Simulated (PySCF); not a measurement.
Give a GFN2-xTB geometry of `C[SiH2]CC#CC=O`.

```
atom  x, y, z in Å
C1    -1.9430    0.8109    0.5445
Si2   -1.5179   -0.9347   -0.0527
C3    -0.0176   -0.8152   -1.2600
C4     1.1051   -0.2423   -0.5915
C5     2.0310    0.2269    0.0275
C6     3.1174    0.7923    0.7402
O7     3.3097    1.9691    0.9240
H8    -2.2743    1.4458   -0.2735
H9    -2.7383    0.7886    1.2836
H10   -1.0793    1.2890    1.0000
H11   -1.1382   -1.8113    1.0590
H12   -2.6172   -1.5306   -0.8224
H13    0.2381   -1.8091   -1.6286
H14   -0.2902   -0.1930   -2.1135
H15    3.8104    0.0217    1.1415
```

Any rigid rotation of these coordinates is as good. Atoms count from 1 in this order. Si2 (SiH2 silicon) is tetrahedral (angles from 106.2° to 111.8°). The C–Si distances run from 1.893 Å (C1–Si2, drawn single) to 1.929 Å (Si2–C3, drawn single), a spread of 0.036 Å. The 3 C–C bonds span 1.209 Å (C4≡C5, drawn triple) to 1.427 Å (C3–C4, drawn single), a spread of 0.218 Å.

Bonds between heavy atoms (Å): C1–Si2 1.893, Si2–C3 1.929, C3–C4 1.427, C4≡C5 1.209, C5–C6 1.417, C6=O7 1.207.

The geometry is computed with GFN2-xTB (gas phase).

Point group: C1 (no symmetry element, even within 0.4 Å). GFN2-xTB frequencies: not computed here. One conformer, not necessarily the lowest (C1–Si2–C3–C4 60°).
